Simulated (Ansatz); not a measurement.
System: ScF, charge 0, multiplicity 1. 
Structure (B3LYP-D3(BJ)/def2-TZVP (Ansatz, an electronic-structure program) minimum search):
```xyz
2

Sc     0.0000     0.0000    -0.5379
F      0.0000     0.0000     1.2551
```
Charge 0, spin multiplicity 1.

Dipole moments at this geometry, in debye (magnitudes).

```
level               program  dipole (D)
------------------  -------  ----------
PBE/def2-TZVPD       Ansatz        1.81
BLYP/def2-TZVPD      Ansatz        1.96
revPBE/def2-TZVPD    Ansatz        1.75
r2SCAN/def2-TZVPD    Ansatz        1.88
B97M-V/def2-TZVPD    Ansatz        2.01
B3LYP/def2-TZVPD     Ansatz        2.16
BHLYP/def2-TZVPD     Ansatz        2.26
r2SCANh/def2-TZVPD   Ansatz        1.97
r2SCAN0/def2-TZVPD   Ansatz        2.07
HSE06/def2-TZVPD     Ansatz        1.99
LC-wPBE/def2-TZVPD   Ansatz        2.16
wB97X-V/def2-TZVPD   Ansatz        2.13
CCSD(T)/def2-SVPD    Ansatz        1.48
```
